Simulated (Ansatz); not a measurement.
```yaml
crystal:
  periodic: [false, false, false]
  atoms:
    - {symbol: B, position_ang: [0.089774, 1.147301, -0.290176]}
    - {symbol: C, position_ang: [1.652982, 1.611286, -1.400570]}
    - {symbol: H, position_ang: [2.781051, 1.337486, -0.642822]}
    - {symbol: H, position_ang: [1.720218, 2.951807, -1.717408]}
    - {symbol: H, position_ang: [1.786572, 0.876781, -2.557501]}
    - {symbol: C, position_ang: [-0.698071, 2.504535, 0.901402]}
    - {symbol: H, position_ang: [0.275213, 2.918796, 1.793067]}
    - {symbol: H, position_ang: [-1.797652, 2.119793, 1.631945]}
    - {symbol: H, position_ang: [-1.030111, 3.637709, 0.184219]}
    - {symbol: P, position_ang: [-0.936635, -0.953369, -0.555698]}
    - {symbol: C, position_ang: [-1.761274, -1.662288, 1.488266]}
    - {symbol: C, position_ang: [0.696439, -2.519961, -1.045567]}
    - {symbol: H, position_ang: [-0.772286, -1.846571, 2.429347]}
    - {symbol: H, position_ang: [-2.444426, -2.846147, 1.328480]}
    - {symbol: H, position_ang: [-2.653907, -0.730593, 1.963873]}
    - {symbol: H, position_ang: [1.609413, -2.674790, -0.025375]}
    - {symbol: H, position_ang: [0.113519, -3.739289, -1.304602]}
    - {symbol: H, position_ang: [1.369167, -2.132487, -2.180892]}
basis:
  gaussian: {orbitals: def2-mTZVPP}
total_charge: -1
magnetization: {spin_polarized: false, initial_magnetization: 1}
hamiltonian: {xc: {name: B97M-V}}
accuracy: high
scf: {omitted_lower_state_checks: [starts]}
```

```sh
$ ansatz run in.yaml --threads 4 --pin off --events-out ev --progress --plain --max-ram 8704MiB
```

Shortened log:

```
Functional definition: B97M-V
4189 factors; integrals over basis functions are off by at most 7.1e-8 eV
mean field evaluation 1: about -14287.5689 eV, gradient 4.9e1 eV
mean field evaluation 2: about -14287.5629 eV, gradient 4.9e1 eV
mean field evaluation 4: about -14293.7576 eV, gradient 1.2e1 eV
mean field evaluation 8: about -14294.2825 eV, gradient 3.5e-1 eV
mean field evaluation 16: about -14294.2820 eV, gradient 1.5e-3 eV
mean field -14294.28202348 eV, -525.3051753507 hartree, gradient 4.6e-8 eV, S^2 0.750000; 0 other end points of the search recorded, 0 dependent functions left out
reference -14294.28203141 eV, -525.3051756421 hartree; 29, 28 occupied and 153, 154 virtual orbitals, 4189 factors
Total energy: -14294.28203141 eV, -525.3051756421 hartree
Checks for a lower state left out: starts
```

Run time 2.2 min (4 threads of Arm Neoverse N1 on a shared host), peak host memory 2 GiB.

The highest occupied level of an anion often lies above zero with these methods, and sets without diffuse functions describe the outer electron poorly.

With spin_polarized false and unpaired electrons the run is restricted open-shell.
